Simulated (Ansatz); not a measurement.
Geometry optimisation, DFT PBE, scalar-relativistic, plane waves, PAW in Ansatz.

The input (input.yaml):

```yaml
accuracy: low
crystal:
  lattice:
    - [5.32, 0.0, 0.0]
    - [-3.99, 6.910883, 0.0]
    - [0.0, 0.0, 4.93696]
  atoms:
    - { symbol: Zn, position: [0.0, 0.0, 0.0] }
    - { symbol: Zn, position: [0.1666667, 0.2222222, 0.5] }
    - { symbol: Zn, position: [0.0, 0.3333333, 0.0] }
    - { symbol: Zn, position: [0.1666667, 0.5555556, 0.5] }
    - { symbol: Zn, position: [0.0, 0.6666667, 0.0] }
    - { symbol: Zn, position: [0.1666667, 0.8888889, 0.5] }
    - { symbol: Zn, position: [0.5, 0.0, 0.0] }
    - { symbol: Zn, position: [0.6666667, 0.2222222, 0.5] }
    - { symbol: Zn, position: [0.5, 0.3333333, 0.0] }
    - { symbol: Zn, position: [0.6666667, 0.5555556, 0.5] }
    - { symbol: Zn, position: [0.5, 0.6666667, 0.0] }
    - { symbol: Zn, position: [0.6666667, 0.8888889, 0.5] }
    - { symbol: O, position: [0.3527111, 0.7876153, 0.7546684] }
basis:
  ecutwfc: 420.0
kpoints:
  mp_grid: { grid: [2, 2, 2] }
hamiltonian:
  xc: pbe
scf:
  occupations: { method: fermi_dirac, width: 0.15 }
  lower_state_search: "off"
relax:
  f_tol: 0.08
  max_steps: 25
  adjacent_minimum: "off"
```

Command:

```bash
$ ansatz run input.yaml --threads 1 --pin off --max-ram 3072MiB --backend cpu --events-out ev --progress --plain --runs-dir out
```

**Question.** Where does it end, and by what steps?

**Answer.** The forces met the threshold. The threshold is loose, so the end isn't yet a minimum. Limits of this set-up: coarse k mesh, low accuracy level. After 7 steps the energy has fallen by 1.403 eV; Zn4 moved furthest, 0.46 Å. Parted: Zn4–O13.

```
step  energy less start (eV)  largest force component (eV/Å)  accepted
   0                  0.0000                           2.433       yes
   1                 -0.9142                           1.231       yes
   2                 -1.3220                           0.255       yes
   3                 -1.3372                           0.212       yes
   4                 -1.3496                           0.355       yes
   5                 -1.3897                           0.088       yes
   6                 -1.3961                           0.113       yes
   7                 -1.4025                           0.075       yes
```

```xyz
13
Lattice="5.3200 0.0000 0.0000 -3.9900 6.9109 0.0000 0.0000 0.0000 4.9370" Properties=species:S:1:pos:R:3
Zn -0.007 0.127 0.204
Zn 0.035 1.476 2.571
Zn -1.326 2.330 -0.244
Zn -1.316 3.629 2.059
Zn -2.713 4.519 0.016
Zn -2.706 6.046 2.293
Zn 2.690 0.224 0.328
Zn 2.670 1.543 2.527
Zn 1.311 2.329 0.017
Zn 1.329 3.707 2.440
Zn 0.083 4.601 0.120
Zn 0.064 6.081 2.367
O -1.380 5.689 3.838
```

Whether the end is a true minimum wasn't checked by a vibrational analysis.

Run time: 29 s on 1 thread of Intel(R) Xeon(R) Platinum 8488C (Sapphire Rapids), with other jobs on the host, peak memory 0.55 GiB.
